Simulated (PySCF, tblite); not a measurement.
Isomers of C6H6F3N3, one GFN2-xTB conformer each. Single-point energies are computed at PBE0/pcSseg-1 (PySCF, gas phase, no added dispersion term), electronic only.

Question: Rank them by PBE0/pcSseg-1 energy, lowest first (kJ/mol).
A. `[CH3:1][CH2:2][c:3]1[n:4][cH:5][n:6][c:7]([C:8]([F:9])([F:10])[F:11])[n:12]1` with C1–C2–C3–N4 179°
B. `[CH2:1]=[CH:2][CH2:3][n:4]1[cH:5][c:6]([C:7]([F:8])([F:9])[F:10])[n:11][n:12]1` with C1–C2–C3–N4 124°, C2–C3–N4–C5 -62°
C. `[CH2:1]=[CH:2][n:3]1[n:4][c:5]([CH3:6])[c:7]([C:8]([F:9])([F:10])[F:11])[n:12]1` with C1–C2–N3–N4 180°

Answer: A (0.0), C (118.8), B (167.0).

As drawn, the highest has an N–N linkage and a C=C bond outside aromatic rings, which the lowest lacks. GFN2-xTB itself gives, in the same order: 0.0, 74.6, 133.7. Both levels put the same isomer lowest; measured from each level's own lowest isomer, the values differ by up to 44.2 kJ/mol (C=Cn1nc(C)c(C(F)(F)F)n1: 74.6 against 118.8).

Question: Which frontier levels, dipoles and rotational constants go with these structures?

Answer: 
```
                 SMILES  HOMO (eV, PBE0/pcSseg-1)  LUMO (eV)  dipole (D)       A, B, C (MHz)
   CCc1ncnc(C(F)(F)F)n1                     -8.37      -2.20        3.04  1561, 684.0, 521.9
C=Cn1nc(C)c(C(F)(F)F)n1                     -7.38      -1.53        2.38  1600, 672.4, 517.4
  C=CCn1cc(C(F)(F)F)nn1                     -8.21      -0.76        6.14  2083, 481.5, 431.6
```

Question: What happens when harmonic zero-point energies from GFN2-xTB frequencies are added?

Answer: 
| SMILES | ZPE (kJ/mol) | electronic (kJ/mol) | with ZPE (kJ/mol) |
| --- | --- | --- | --- |
| CCc1ncnc(C(F)(F)F)n1 | 317.1 | 0.0 | 0.0 |
| C=Cn1nc(C)c(C(F)(F)F)n1 | 315.6 | 118.8 | 117.3 |
| C=CCn1cc(C(F)(F)F)nn1 | 316.2 | 167.0 | 166.1 |

The zero-point energies span 1.5 kJ/mol. The order is unchanged.
